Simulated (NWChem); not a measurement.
BeNH$_{2}$I; SMILES [NH2][Be][I]

```xyz
5

Be     0.0000     0.0000     1.5296
I      0.0000     0.0000    -0.6514
N      0.0000     0.0000     3.0256
H      0.0000    -0.8270     3.6138
H      0.0000     0.8270     3.6138
```
Atoms are numbered in this order, from 1.

Computed with NWChem. Structure relaxed at the PBE0/def2-SVP level. def2 effective core potentials on I; no spin-orbit coupling. Level MN15/def2-SVP: energy and gradient on several grids; changes count from the extra-fine grid, which is no exact limit either.

**Question.** Which is the coarsest grid (xfine; coarse; fine; medium; xcoarse) from which on the energy stays within 500 μHa and each gradient component within 500 μHa/bohr of xfine?

**Answer.** coarse.
```
grid     size of the energy change (μHa)  largest change of a gradient component (μHa/bohr)
-------  -------------------------------  -------------------------------------------------
xcoarse                            20000                                               2000
coarse                                20                                                300
medium                              < 10                                                 40
fine                                < 10                                               < 30
xfine                               < 10                                               < 30
```
